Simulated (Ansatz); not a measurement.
Steps of a relaxation of H$_{6}$O$_{2}$SiSn (`O[SiH2][O][SnH3]`) with RKS PBE-D4/def2-SVP.

```sh
$ ansatz run in.yaml --threads 4 --pin off --events-out ev --progress --plain --max-ram 10444MiB
```

```yaml
crystal:
  periodic: [false, false, false]
  atoms:
    - {symbol: O, position_ang: [-1.377500, 1.255200, -1.938300]}
    - {symbol: Si, position_ang: [-0.498300, 0.769000, -0.610100]}
    - {symbol: O, position_ang: [-0.359500, -0.934800, -0.687700]}
    - {symbol: Sn, position_ang: [0.833200, -1.396500, 0.913300]}
    - {symbol: H, position_ang: [-1.476500, 2.276200, -1.862400]}
    - {symbol: H, position_ang: [-1.178100, 1.176800, 0.633400]}
    - {symbol: H, position_ang: [0.858400, 1.409700, -0.660000]}
    - {symbol: H, position_ang: [1.040000, -3.123200, 0.956400]}
    - {symbol: H, position_ang: [-0.073000, -0.880500, 2.410600]}
    - {symbol: H, position_ang: [2.314500, -0.603000, 0.847800]}
basis:
  gaussian: {orbitals: def2-SVP}
hamiltonian: {xc: pbe, dispersion: d4}
relax: {f_tol: 0.03, max_steps: 200}
```

Positions (Å) and forces (eV/Å) along the path, 14 of 35 steps:

```xyz
10
step=1 energy=-17887.5526 eV
O    -1.377    1.255   -1.938   -0.371    2.302   -0.006
Si   -0.498    0.769   -0.610    0.014   -1.069   -0.806
O    -0.359   -0.935   -0.688    0.359    1.173    0.519
Sn    0.833   -1.397    0.913   -0.928   -0.829    1.191
H    -1.476    2.276   -1.862    0.053   -2.100   -0.393
H    -1.178    1.177    0.633   -0.257    0.168    0.574
H     0.858    1.410   -0.660    0.228    0.039    0.098
H     1.040   -3.123    0.956   -0.103    0.215   -0.175
H    -0.073   -0.880    2.411    0.458   -0.247   -0.825
H     2.314   -0.603    0.848    0.547    0.348   -0.175
10
step=3 energy=-17887.8540 eV
O    -1.361    1.176   -1.978   -0.020   -0.159   -0.220
Si   -0.475    0.863   -0.593   -0.372    1.633    0.037
O    -0.183   -0.733   -0.425   -0.819   -0.067   -1.256
Sn    0.863   -1.496    1.024    0.925   -0.702    1.250
H    -1.662    2.098   -2.097    0.116   -0.288    0.125
H    -1.277    1.412    0.582    0.131   -0.166   -0.002
H     0.829    1.641   -0.639    0.001   -0.141    0.013
H     0.864   -3.187    0.730   -0.016   -0.049   -0.024
H     0.057   -1.046    2.481   -0.011   -0.037    0.064
H     2.428   -0.779    0.919    0.065   -0.024    0.012
10
step=4 energy=-17887.9587 eV
O    -1.377    1.176   -2.007    0.106   -0.352    0.028
Si   -0.498    0.919   -0.605    0.023    0.376    0.136
O    -0.199   -0.701   -0.447   -0.140   -0.040   -0.218
Sn    0.880   -1.505    1.043    0.084   -0.131    0.294
H    -1.678    2.089   -2.126   -0.078    0.159   -0.026
H    -1.275    1.429    0.597    0.030   -0.010   -0.070
H     0.821    1.667   -0.659   -0.047    0.004   -0.005
H     0.878   -3.196    0.737   -0.051   -0.012   -0.054
H     0.060   -1.093    2.518    0.070   -0.025   -0.087
H     2.470   -0.836    0.952    0.001    0.031    0.002
10
step=5 energy=-17887.9905 eV
O    -1.280    1.138   -2.053    0.129   -0.145    0.008
Si   -0.471    0.981   -0.597    0.046   -0.068    0.092
O    -0.205   -0.644   -0.369   -0.015    0.174   -0.060
Sn    0.891   -1.530    1.068    0.023   -0.049   -0.024
H    -1.791    1.958   -2.122   -0.156    0.140   -0.053
H    -1.317    1.544    0.527   -0.005    0.046   -0.028
H     0.843    1.738   -0.624   -0.048   -0.076    0.008
H     0.807   -3.195    0.644    0.003    0.001    0.013
H     0.119   -1.166    2.570    0.016   -0.012    0.019
H     2.487   -0.877    0.960    0.007   -0.011    0.023
10
step=6 energy=-17887.9248 eV rejected
O    -1.168    1.121   -2.106   -1.792    1.836    0.082
Si   -0.450    1.044   -0.586   -0.063   -0.110   -0.070
O    -0.209   -0.573   -0.292    0.033    0.113    0.106
Sn    0.900   -1.554    1.073   -0.036   -0.052   -0.033
H    -1.931    1.821   -2.122    1.802   -1.718    0.009
H    -1.372    1.674    0.449    0.066   -0.034   -0.119
H     0.869    1.789   -0.576   -0.059   -0.079    0.014
H     0.748   -3.200    0.570    0.026    0.091    0.043
H     0.188   -1.242    2.619    0.006   -0.024   -0.024
H     2.509   -0.935    0.974    0.016   -0.021   -0.008
10
step=7 energy=-17888.0041 eV
O    -1.236    1.136   -2.075    0.000    0.093    0.003
Si   -0.475    1.008   -0.587   -0.001    0.022    0.021
O    -0.227   -0.608   -0.317   -0.004    0.025    0.011
Sn    0.898   -1.542    1.067    0.005   -0.015    0.013
H    -1.829    1.905   -2.142   -0.007   -0.088   -0.013
H    -1.356    1.622    0.483    0.011    0.010   -0.035
H     0.849    1.742   -0.594   -0.014   -0.038    0.011
H     0.795   -3.198    0.613   -0.004    0.006   -0.006
H     0.165   -1.214    2.598    0.013   -0.012   -0.002
H     2.499   -0.902    0.958    0.001   -0.002   -0.002
10
step=9 energy=-17888.0418 eV
O    -1.088    1.174   -2.113   -0.120    0.180   -0.074
Si   -0.472    1.058   -0.561    0.009    0.058    0.049
O    -0.353   -0.545   -0.158    0.001   -0.036    0.052
Sn    0.892   -1.546    1.069   -0.001   -0.017   -0.012
H    -1.905    1.704   -2.171    0.115   -0.158    0.006
H    -1.402    1.795    0.377   -0.005   -0.004   -0.010
H     0.894    1.694   -0.508    0.011   -0.021   -0.014
H     0.779   -3.168    0.506    0.000    0.001    0.006
H     0.261   -1.339    2.663    0.010   -0.012    0.008
H     2.478   -0.877    0.900   -0.021    0.009   -0.012
10
step=11 energy=-17888.0097 eV rejected
O    -0.935    1.259   -2.136   -1.929    0.461   -0.025
Si   -0.479    1.095   -0.524    0.048   -0.122    0.026
O    -0.535   -0.498   -0.012    0.159    0.206    0.053
Sn    0.860   -1.513    1.051   -0.099   -0.121    0.092
H    -1.927    1.492   -2.213    1.960   -0.521    0.099
H    -1.423    1.939    0.306    0.076   -0.068   -0.006
H     0.947    1.592   -0.424   -0.127   -0.002   -0.020
H     0.807   -3.127    0.452   -0.055    0.000   -0.073
H     0.349   -1.484    2.715    0.049    0.090   -0.155
H     2.419   -0.807    0.789   -0.084    0.078    0.009
10
step=17 energy=-17888.1128 eV
O    -0.858    1.179   -2.088    0.025    0.055    0.084
Si   -0.479    1.204   -0.450    0.075   -0.140   -0.179
O    -0.550   -0.312    0.228   -0.028    0.001    0.074
Sn    0.837   -1.532    1.028   -0.008    0.016    0.002
H    -1.805    1.068   -2.282   -0.001   -0.022    0.008
H    -1.453    2.085    0.284   -0.012    0.036    0.017
H     0.929    1.734   -0.403   -0.040    0.053    0.018
H     0.634   -3.048    0.235   -0.011    0.005   -0.015
H     0.443   -1.610    2.707    0.007   -0.007   -0.002
H     2.386   -0.819    0.744   -0.006    0.003   -0.007
10
step=18 energy=-17888.1185 eV
O    -0.829    1.143   -2.081   -0.119   -0.013    0.045
Si   -0.475    1.213   -0.438   -0.047   -0.068   -0.059
O    -0.567   -0.278    0.300    0.021    0.097    0.016
Sn    0.832   -1.530    1.031   -0.056    0.010   -0.083
H    -1.769    0.977   -2.290    0.192    0.018    0.072
H    -1.455    2.119    0.260   -0.031   -0.002   -0.005
H     0.918    1.775   -0.375   -0.003   -0.028   -0.023
H     0.584   -3.009    0.174    0.019    0.014    0.043
H     0.473   -1.651    2.715    0.023   -0.015   -0.025
H     2.371   -0.811    0.709    0.001   -0.015    0.021
10
step=19 energy=-17888.1182 eV rejected
O    -0.784    1.093   -2.068   -0.325   -0.116    0.054
Si   -0.485    1.251   -0.416   -0.172   -0.044   -0.053
O    -0.608   -0.195    0.413    0.186    0.056   -0.034
Sn    0.809   -1.519    0.993   -0.059   -0.027    0.128
H    -1.708    0.851   -2.299    0.438    0.115    0.157
H    -1.490    2.194    0.205    0.021   -0.083   -0.032
H     0.900    1.833   -0.343    0.003   -0.064   -0.028
H     0.528   -2.993    0.133   -0.018    0.100   -0.033
H     0.555   -1.738    2.694   -0.039    0.040   -0.090
H     2.366   -0.828    0.693   -0.035    0.023   -0.070
10
step=21 energy=-17888.1304 eV
O    -0.775    1.075   -2.058   -0.013   -0.019   -0.009
Si   -0.484    1.239   -0.412   -0.023   -0.002    0.035
O    -0.593   -0.198    0.421    0.038    0.011    0.022
Sn    0.818   -1.518    1.007   -0.057    0.023   -0.008
H    -1.699    0.868   -2.283    0.025   -0.003    0.005
H    -1.500    2.172    0.200    0.025   -0.031   -0.018
H     0.908    1.804   -0.346   -0.005    0.011    0.002
H     0.521   -2.963    0.112    0.001    0.016   -0.001
H     0.530   -1.719    2.697    0.012   -0.002   -0.025
H     2.358   -0.811    0.665   -0.004   -0.004   -0.002
10
step=32 energy=-17888.1645 eV
O    -0.432    0.696   -1.828    0.020   -0.006    0.030
Si   -0.485    1.359   -0.276   -0.024    0.078   -0.048
O    -0.485    0.180    0.899   -0.027    0.033   -0.014
Sn    0.721   -1.440    0.887    0.051   -0.071    0.018
H    -1.246    0.242   -2.105   -0.012    0.001    0.009
H    -1.735    2.172   -0.065    0.020   -0.018   -0.008
H     0.749    2.213   -0.228   -0.017   -0.007    0.008
H     0.014   -2.601   -0.177   -0.010    0.000    0.012
H     0.694   -1.933    2.536    0.005   -0.019   -0.006
H     2.289   -0.938    0.360   -0.006    0.009   -0.002
10
step=35 energy=-17888.1664 eV
O    -0.365    0.664   -1.789    0.005    0.006    0.014
Si   -0.486    1.377   -0.261   -0.008   -0.024   -0.007
O    -0.458    0.222    0.939    0.023   -0.009   -0.013
Sn    0.708   -1.434    0.870   -0.019    0.019    0.002
H    -1.161    0.180   -2.072    0.001    0.012    0.006
H    -1.775    2.138   -0.108    0.004   -0.005   -0.001
H     0.705    2.289   -0.207   -0.005   -0.001   -0.001
H    -0.079   -2.565   -0.171    0.003    0.003    0.007
H     0.729   -1.954    2.513    0.000    0.003   -0.006
H     2.265   -0.967    0.289   -0.004   -0.003    0.001
```

Run time 39 s (4 threads of an Arm Neoverse V1 on a shared host); peak host memory 0.15 GiB.
